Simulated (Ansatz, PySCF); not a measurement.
Complex: PH3 (SMILES P) (first 4 atoms) with Si2H6 (SMILES [SiH3][SiH3]); geometry from B3LYP-D3(BJ)/def2-TZVP.
(charge 0, multiplicity 1):
```xyz
12

P     -0.360     0.228    -0.075
H      0.781    -0.179     0.661
H      0.367     1.178    -0.839
H     -0.749     1.184     0.898
Si     0.678     0.817     3.975
Si    -0.807    -0.996     3.913
H      0.024     2.042     3.455
H      1.879     0.534     3.153
H      1.107     1.066     5.373
H     -1.992    -0.712     4.758
H     -0.140    -2.218     4.425
H     -1.268    -1.256     2.528
```

Basis-set superposition error: the interaction energy with monomers in their own basis, and in the dimer's basis (counterpoise).

Programs: Ansatz (a program for electronic structure) with Gaussian orbitals; PySCF for 6-31G* rows. 

| level | uncorrected (kJ/mol) | counterpoise (kJ/mol) | difference |
|---|---|---|---|
| HF/6-31G* | 5.8 | 7.3 | 1.5 |
| SVWN5/def2-TZVPPD | -11.0 | -10.6 | 0.4 |
| revPBE/def2-TZVPPD | 6.5 | 6.9 | 0.4 |
| B97M-V/def2-TZVPPD | -5.4 | -5.1 | 0.3 |
| PBE0/def2-TZVPPD | -0.2 | 0.1 | 0.3 |
| B2PLYP/def2-TZVPPD | 0.1 | 0.9 | 0.7 |
| MP2/6-31G* | -1.9 | 2.6 | 4.5 |
| MP2/aug-cc-pV(D+d)Z | -7.9 | -3.9 | 4.1 |
| CCSD/aug-cc-pV(D+d)Z | -6.1 | -2.2 | 3.9 |
| CCSD(T)/aug-cc-pV(D+d)Z | -7.8 | -3.6 | 4.2 |

The error is largest for MP2/6-31G* (4.5 kJ/mol) and smallest for PBE0/def2-TZVPPD (0.3 kJ/mol).
